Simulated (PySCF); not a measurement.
## What settings do to a single point of ReOBr4

The sound run of ReOBr4 (doublet) uses PySCF 2.14.0, UKS B3LYP, Re def2-SVP with ECP60, O def2-SVP, Br def2-SVP; non-relativistic Hamiltonian with scalar-relativistic core potentials where named; density fitting; no spin-orbit coupling, grid (50, 194), threshold 1e-8 Eh and 55 cycles, at the relaxed geometry:

```xyz
6

Re    0.0000    0.0000    0.3303
O     0.0000    0.0000    1.9962
Br    2.3799    0.0000   -0.3264
Br    0.0000    2.3799   -0.3264
Br   -2.3799    0.0000   -0.3264
Br    0.0000   -2.3799   -0.3264
```

There Re1 has a Mulliken charge of 0.73 e and the dipole about the centre of mass is 0.24 D. Each run below changes one thing and starts from free metal ions and neutral atoms unless it says otherwise; with 55 cycles, smearing, a level shift and second-order steps follow where DIIS fails, and their cycles count. Energy shifts count from the sound run.

```json
{"change": "all coordinates × 1.12", "outcome": "converged", "cycles": "28", "energy shift (eV)": "2.82", "largest force component (eV/Å)": "7.77", "charge on Re1 (e)": "0.76", "dipole about the centre of mass (D)": "0.51"}
{"change": "spin (2S) set to 4, limit 67 cycles", "outcome": "refused", "cycles": "–", "energy shift (eV)": "–", "largest force component (eV/Å)": "–", "charge on Re1 (e)": "–", "dipole about the centre of mass (D)": "–"}
{"change": "Br3 put 0.8 Å from Re1, limit 59 cycles", "outcome": "converged", "cycles": "19", "energy shift (eV)": "616.57", "largest force component (eV/Å)": "2980.72", "charge on Re1 (e)": "-1.73", "dipole about the centre of mass (D)": "6.20"}
{"change": "threshold 0.001", "outcome": "converged", "cycles": "11", "energy shift (eV)": "0.0007", "largest force component (eV/Å)": "0.06", "charge on Re1 (e)": "0.72", "dipole about the centre of mass (D)": "0.29"}
```

Question: How does the run with this change end: grid (30, 86)?

Answer: outcome converged, cycles 17, energy shift (eV) -0.37, largest force component (eV/Å) 0.17, charge on Re1 (e) 0.73, dipole about the centre of mass (D) 0.23.

Unsound on purpose, so not properties of the compound: Br3 put 0.8 Å from Re1, limit 59 cycles.

Started from ions, an open shell can land on another state than the sound run's, and that then enters the shifts.

Forces carry noise of the integration grid, about 0.01 to 0.03 eV/Å.

Open shells may have lower solutions than the one found.
